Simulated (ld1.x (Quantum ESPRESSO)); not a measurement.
**What one change does to a pseudopotential (selenium (Se), RRKJ)**

selenium, norm-conserving RRKJ (Kleinman–Bylander form), made with ld1.x (Quantum ESPRESSO) 7.5 (Wu–Cohen, scalar-relativistic). Core [Ar] 3d10, reference 4s2 4p4. Waves: 4p (bound): rc 1.70 bohr; 4s (bound): rc 1.30 bohr. Local part: the s channel. Core correction: a·sin(br)/r model core inside 0.90 bohr. rho0 = 0.001.

Change: core correction a·sin(br)/r model core inside 1.52 bohr.

Cutoffs: the cutoffs (Ry, on a coarse ladder) from which the occupation-weighted sum of valence levels, in a spherical-Bessel basis at the reference potential, stays within 10 and 1 mRy of its value at 400 Ry; they do not see the model core or the augmentation charge, which bear on the density cutoff. Errors are all-electron minus pseudo energies relative to the spin-unpolarised reference configuration.

Task: Predict the effect on cutoff, ghosts and configuration errors.

Result: The potential gets neither clearly harder nor softer (45 Ry and 90 Ry → 45 Ry and 90 Ry); of the 7 tests that both files solve, the error grows in 2 and shrinks in 1 by more than 15 % and 0.3 meV (median size 16.8 → 19.0 meV); neither file shows a bound ghost. A wider model core is smoother and lowers the density cutoff, which this test does not measure.

```csv
quantity,base,changed
"cutoff, loose",45 Ry,45 Ry
"cutoff, tight",90 Ry,90 Ry
bound ghosts,none,none
"error for 4s2 4p3, meV [ΔE 10.86 eV]",-4.0,-4.3
"error for 4s2 4p2, meV [ΔE 31.25 eV]",-17,-19
"error for 4s2 4p1, meV [ΔE 62.21 eV]",-43,-50
"error for 4s2 4p3.5, meV [ΔE 4.31 eV]",-1.2,-1.2
"error for 4s2 4p0, meV [ΔE 104.50 eV]",-86,-105
"error for 4s2 4p4.3, meV [ΔE -1.59 eV]",+0.2,+0.1
"error for 4s1 4p4, meV [ΔE 22.43 eV]",-24,-19
s: phases at 1.85 bohr within 0.05 rad from the reference energy up to (Ry; the scan ends near 5),4.4,4.4
p: phases at 1.85 bohr within 0.05 rad from the reference energy up to (Ry; the scan ends near 5),to the end of the scan,to the end of the scan
```
